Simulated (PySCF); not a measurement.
# Electron correlation in Ag (silver, neutral)

[Kr] 4d10 5s1, 2S determinant. Calculation: PySCF 2.14, in x2c-TZVPPall with one added diffuse shell each of s, p, d, f type (9s7p7d3f1g, 95 functions); scalar relativity by spin-free X2C-1e. Frozen: [Ar] 3d10; 19 electrons correlated.

```csv
level,correlation energy (mhartree)
CCSD,-642.34
(T),-20.26
CCSD(T),-662.60
```

Diagnostics: T1 = 0.016, D1 = 0.0839, largest double amplitude 0.018.

Cost of the coupled-cluster step: of the order of 2.8 core-minutes, for 19 correlated electrons.

This basis was not built for core-valence correlation, so the inner-shell part is incomplete.
